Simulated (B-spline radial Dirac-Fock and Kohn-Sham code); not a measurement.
# Cd¹⁷⁺: eigenvalues, ΔSCF and the reference

System: cadmium as Cd¹⁷⁺ in the configuration 1s2 2s2 2p6 3s2 3p6 3d10 4s2 4p1.

The density-functional columns are spherical, spin-unpolarised Dirac-Kohn-Sham results without Breit or QED terms: −ε is minus the orbital energy of the initial state and ΔSCF the difference of two total energies. The reference in the last column comes from ΔSCF Dirac-Fock with Breit, self-energy and vacuum polarisation, finite nucleus, configuration average. All numbers are from a radial atomic solver, in eV; a selection of levels is shown. The Kohn-Sham columns are given as differences from the reference. For the 1s level of heavy atoms much of the gap between ΔSCF and the reference is the Breit and QED part, -84.1 eV here; for other levels the error of the functional can be larger.

| level | LDA −ε − DF | LDA ΔSCF − DF | Dirac-Fock |
| --- | --- | --- | --- |
| K | -258.1 | +75.9 | 27187.0 |
| L1 | -116.4 | -47.1 | 4492.5 |
| L2 | -88.5 | -5.2 | 4197.2 |
| L3 | -90.8 | -11.5 | 4006.9 |
| M1 | -60.3 | -30.6 | 1217.5 |
| M2 | -48.2 | -17.8 | 1098.1 |
| M3 | -47.7 | -18.1 | 1062.4 |
| M4 | -31.2 | +0.8 | 856.5 |
| M5 | -31.4 | +0.3 | 849.5 |
| N1 | -9.7 | +4.9 | 486.4 |
| N2,3 | -12.2 | +1.8 | 443.5 |

Values without a named source are computed, but for edge energies of neutral atoms, which are taken from tables.
